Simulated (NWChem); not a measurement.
# CH6FNSi2; SMILES F[SiH2]/N=C\[SiH3]

```xyz
11

F      1.3496     1.4849     0.0010
Si    -0.2702     1.6876    -0.0008
N     -1.2043     0.2479     0.0011
C     -1.0912    -1.0119     0.0006
Si     0.5134    -2.0605    -0.0003
H     -0.6187     2.4232    -1.2419
H     -0.6205     2.4281     1.2369
H     -2.0344    -1.6050     0.0010
H      0.4960    -2.9346     1.2128
H      0.4918    -2.9391    -1.2101
H      1.7123    -1.1794    -0.0040
```
Atoms are numbered in this order, from 1.

Program: NWChem. Medium grid unless said otherwise, to which SCAN and Minnesota functionals are sensitive. The geometry was optimised at PBE0/def2-SVP. Total energies of different functionals are on different scales.

| level | energy (Ha) | highest occupied level (eV) | orbital gap (eV) | dipole (D) |
|---|---|---|---|---|
| B3LYP/def2-SVP | -775.0400 | -6.62 | 4.92 | 1.28 |
| PBE/def2-SVP | -774.4727 | -5.53 | 2.97 | 1.20 |
| B97-D/def2-SVP | -774.8734 | -5.53 | [?] | 1.21 |
| M06-2X/def2-SVP | -774.8793 | -8.12 | 7.63 | 1.30 |
| M06-L/def2-SVP | -774.9740 | -5.82 | 3.45 | 1.27 |
| r2SCAN0/def2-SVP | -774.8090 | -7.08 | 5.59 | 1.36 |
| SCAN/def2-SVP | -774.9557 | -5.83 | 3.41 | 1.32 |
| PW91/def2-SVP | -774.8913 | -5.58 | 2.98 | 1.21 |
| M06/def2-SVP | -774.8792 | -6.93 | 5.47 | 1.36 |

Q: Some entries are withheld; supply them.

A: 
- B97-D/def2-SVP, orbital gap (eV): 3.07
